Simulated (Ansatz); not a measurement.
Ansatz (a quantum-chemistry and plane-wave program) input (CCSD(T)/aug-cc-pVDZ):

Ansatz 0.2 input:
```yaml
crystal:
  periodic: [false, false, false]
  atoms:
    - {symbol: B, position_ang: [0.01755095, 0.04720755, -0.00690515]}
    - {symbol: C, position_ang: [1.53519310, -0.23448161, -0.01347128]}
    - {symbol: C, position_ang: [-1.04787564, -1.09326650, 0.17880062]}
    - {symbol: O, position_ang: [-0.44825478, 1.32870349, -0.16660880]}
    - {symbol: H, position_ang: [1.94662763, -1.23060224, 0.10921476]}
    - {symbol: H, position_ang: [2.28880429, 0.53913615, -0.14035092]}
    - {symbol: H, position_ang: [-2.07216576, -0.71983640, 0.15842549]}
    - {symbol: H, position_ang: [-0.94400154, -1.85335667, -0.60255482]}
    - {symbol: H, position_ang: [-0.89308809, -1.61935904, 1.12659315]}
    - {symbol: H, position_ang: [0.24820216, 1.98484119, -0.27590754]}
basis:
  gaussian:
    orbitals: aug-cc-pVDZ
magnetization: {spin_polarized: true, initial_magnetization: 1}
correlation: {method: ccsd_t, electrons: outside_noble_gas}
output: {forces: true}
```

End of the output:

```
integrals: 0.64 GiB planned
1427 factors; integrals over basis functions are off by at most 7.9e-4 eV
mean field: 0.58 GiB planned
mean field evaluation 1: about -4861.8681 eV, gradient 3.0e1 eV
mean field evaluation 2: about -4861.8686 eV, gradient 3.0e1 eV
mean field evaluation 4: about -4866.1741 eV, gradient 3.2e0 eV
mean field evaluation 8: about -4866.2482 eV, gradient 1.5e-1 eV
mean field evaluation 16: about -4866.2373 eV, gradient 1.1e0 eV
mean field -4866.24871632 eV, -178.8313418629 hartree, gradient 1.9e-6 eV, S^2 0.759190; 0 other end points of the search recorded, 0 dependent functions left out
4 core orbitals not correlated
reference -4866.24871632 eV, -178.8313418629 hartree; 12, 11 occupied and 130, 131 virtual orbitals, 1427 factors
densities: 5.08 GiB planned
second order -15.08397760 eV of doubles, -0.00000000 eV of singles
coupled cluster: 2.76 GiB planned
cycle   1  -15.83417879 eV  change   -7.5e-1 eV  update   9.0e-2
cycle   2  -16.21651635 eV  change   -3.8e-1 eV  update   2.7e-2
cycle   3  -16.32090448 eV  change   -1.0e-1 eV  update   1.6e-2
cycle   4  -16.32181143 eV  change   -9.1e-4 eV  update   5.2e-3
cycle   5  -16.32003955 eV  change    1.8e-3 eV  update   2.7e-3
cycle   6  -16.32047659 eV  change   -4.4e-4 eV  update   1.1e-3
cycle   7  -16.32051776 eV  change   -4.1e-5 eV  update   5.0e-4
cycle   8  -16.32056017 eV  change   -4.2e-5 eV  update   1.7e-4
cycle   9  -16.32059449 eV  change   -3.4e-5 eV  update   7.0e-5
cycle  10  -16.32057397 eV  change    2.1e-5 eV  update   2.7e-5
cycle  11  -16.32057530 eV  change   -1.3e-6 eV  update   1.0e-5
cycle  12  -16.32058097 eV  change   -5.7e-6 eV  update   3.9e-6
cycle  13  -16.32058237 eV  change   -1.4e-6 eV  update   1.5e-6
perturbative correction -0.49374411 eV, -0.0181447613 hartree
the calculation of the forces begins
Total energy: -4883.06304280 eV, -179.4492569637 hartree
Atom 0 at     0.017551     0.047208    -0.006905 Å, force     0.008950    -0.224091     0.030062 eV/Å
Atom 1 at     1.535193    -0.234482    -0.013471 Å, force     0.109990    -0.037539     0.001841 eV/Å
Atom 2 at    -1.047876    -1.093266     0.178801 Å, force     0.015087     0.054217    -0.007781 eV/Å
Atom 3 at    -0.448255     1.328703    -0.166609 Å, force    -0.516211     0.593237    -0.065081 eV/Å
Atom 4 at     1.946628    -1.230602     0.109215 Å, force     0.189806    -0.470716     0.058111 eV/Å
Atom 5 at     2.288804     0.539136    -0.140351 Å, force     0.345590     0.366445    -0.059765 eV/Å
Atom 6 at    -2.072166    -0.719836     0.158425 Å, force    -0.452387     0.161413    -0.008523 eV/Å
Atom 7 at    -0.944002    -1.853357    -0.602555 Å, force     0.047906    -0.312824    -0.336134 eV/Å
Atom 8 at    -0.893088    -1.619359     1.126593 Å, force     0.069692    -0.212694     0.403787 eV/Å
Atom 9 at     0.248202     1.984841    -0.275908 Å, force     0.181576     0.082552    -0.016518 eV/Å
Dipole moment:     0.333168     0.055769    -0.017357 e Å
```

It need not be the lowest isomer of its formula.
